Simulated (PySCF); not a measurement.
# Continuum solvent and chemical shifts

Atoms are numbered as in `[Cl:1][C:2]1=[CH:3][SiH2:4][CH:5]=[CH:6]1`. Each H is labelled by its parent atom.

GIAO PBE0/pcSseg-1 in PySCF 2.14.0 with density-fitted response routines on one PBE0-D3(BJ)/def2-SVP conformer, non-relativistic, equivalent nuclei averaged. Solvents enter as an IEF-PCM continuum (acetone with ε = 20.5, acetonitrile with ε = 35.7) around the gas-phase geometry. Shifts are referred to TMS computed in the same medium.

Gas phase, δ in ppm: C6 160.8, C2 159.7, C5 136.1, C3 124.0, Si4 -39.3, H(C6) 6.89, H(C5) 6.47, H(C3) 6.03, H(Si4) 4.72. Dipole moment 1.36 D.

Q: How does each δ change in the continuum?

A: 
| atoms | environment | Δδ, acetone | Δδ, acetonitrile |
| --- | --- | --- | --- |
| C6 | alkene CH | +0.8 | +0.9 |
| C2 | fully substituted alkene carbon | -0.7 | -0.7 |
| C5 | alkene CH | +3.0 | +3.1 |
| C3 | alkene CH | +3.3 | +3.4 |
| Si4 | silicon bonded to 2 C, 2 H, in a 5-membered ring | +0.4 | +0.4 |
| H(C6) | hydrogen on an alkene CH | +0.13 | +0.14 |
| H(C5) | hydrogen on an alkene CH | +0.31 | +0.32 |
| H(C3) | hydrogen on an alkene CH | +0.26 | +0.27 |
| H(Si4) | hydrogen on a silicon bonded to 2 C, in a 5-membered ring | +0.01 | +0.01 |

Changes are relative to the gas phase. The dipole moment becomes 1.81 D in acetone, 1.82 D in acetonitrile.

Q: Which of the listed nuclei move most (in ppm), and what does the model miss?

A: C3 (alkene CH, +3.4 ppm) in acetonitrile. A continuum only polarises the solute; specific hydrogen bonds, the anisotropy of aromatic solvents and changes of geometry or conformer are outside it.
